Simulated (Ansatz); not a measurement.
Two structures of CH7BrSn, closed shell, reached by relaxing down either side of one saddle point (PBE0-D4/def2-TZVP). Energies are electronic, without zero-point energy. Ansatz 0.2.0; basis: def2-TZVPP and def2-QZVPP; cores frozen in the correlated methods. Filled d shells of the heavier atoms are correlated. Core potentials replace the inner electrons of the atoms past krypton. The def2 sets are not built for correlating such inner shells, so the correlated values are less sure here. Extrapolation: Hartree–Fock as exp(−7.88 √X), correlation as X^−2.97. First:

```
10
angstrom
Sn -0.2348 -2.2202 -0.2983
Br 2.0795 -1.5446 0.3029
H -0.1278 -2.9904 -1.8103
H -0.7557 -3.2758 0.9285
H -1.1553 -0.7936 -0.3607
H 0.8293 1.4207 0.3509
C 0.0393 2.1641 0.2476
H 0.4429 3.1553 0.4529
H -0.3559 2.1379 -0.7678
H -0.7614 1.9464 0.9543
```

Second:

Sn1  (-0.897, -0.858, -0.115)
Br2  (3.367, 0.114, -0.356)
H3  (0.583, -1.645, -0.511)
H4  (-1.578, -1.685, 1.214)
H5  (-1.928, -0.991, -1.469)
H6  (2.214, -0.729, -0.453)
C7  (-0.494, 1.183, 0.361)
H8  (0.187, 1.238, 1.210)
H9  (-0.032, 1.678, -0.493)
H10  (-1.422, 1.695, 0.612)
(Å)

(1) Which bonds change from the first to the second?

(2) Give the saddle point's structure and its height above each. (Judge from chemistry; the value comes from the calculation.)

No T1 diagnostic of these runs exceeds 0.011. The start structure is not quite a true minimum (one mode of 26i cm⁻¹).

Results:

(1) SnH₃Br ([Br][SnH3]) + CH₄ → CH₆Sn ([CH3][SnH3]) + HBr; bonds formed: Sn1–C7, Br2–H6; bonds broken: Sn1–Br2, H6–C7.

(2) The calculation gives: 245.3 kJ/mol above the first and 121.1 kJ/mol above the second (CCSD(T) at an estimated basis limit (MP2 extrapolated from triple and quadruple zeta, plus CCSD(T) − MP2 in triple zeta)).
| atom | x (Å) | y (Å) | z (Å) |
| --- | --- | --- | --- |
| Sn1 | -0.5480 | -1.0944 | -0.2445 |
| Br2 | 2.4729 | -0.7309 | 0.4877 |
| H3 | 0.1714 | -1.6515 | -1.6657 |
| H4 | -0.4860 | -1.9638 | 1.2005 |
| H5 | -2.1740 | -0.6202 | -0.5657 |
| H6 | 0.9813 | 0.3049 | 0.2592 |
| C7 | -0.0325 | 1.1578 | 0.1181 |
| H8 | 0.7946 | 1.8247 | 0.3884 |
| H9 | -0.3827 | 1.4827 | -0.8624 |
| H10 | -0.7969 | 1.2906 | 0.8846 |

Labels in which every atom is bracketed show which atoms are joined, not bond orders.

For scale, one of the runs: CCSD(T)/def2-TZVPP, 227 basis functions, launched by `ansatz run in.yaml --threads 8 --pin off --events-out ev --progress --plain --max-ram 19148MiB`. Hardware: 8 CPU threads of a Oxide Virtual Turin-like, shared host. Wall time 66 s; peak host memory 4.2 GiB.
